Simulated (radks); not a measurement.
The helium ion He+, configuration 1s1. All-electron calculation, non-relativistic Kohn-Sham, LDA (Slater exchange, Perdew-Wang correlation), spin-polarised, spherical densities, point nucleus; open shells are filled with parallel spins first. Program: a radial shooting solver on a logarithmic mesh with Libxc functionals.

Normalised radial functions P(r) = r R(r), r in bohr:

```
   r/bohr * 1s up (the largest magnitude, 1.02, reaches the edge; | marks zero)
  0.03394 |        *
   0.0428 |           *
  0.05355 |             *
  0.06753 |                 *
  0.08449 |                    *
   0.1066 |                         *
   0.1344 |                              *
   0.1681 |                                   *
    0.212 |                                        *
   0.2652 |                                              *
   0.3345 |                                                  *
   0.4185 |                                                     *
   0.5278 |                                                      *
   0.6656 |                                                    *
   0.8327 |                                               *
     1.05 |                                      *
    1.314 |                             *
    1.657 |                  *
    2.073 |          *
    2.614 |    *
```

1s up: eigenvalue -41.101 eV, 0 radial nodes, <r> = 0.772 bohr, 90 % of the charge inside 1.38 bohr.
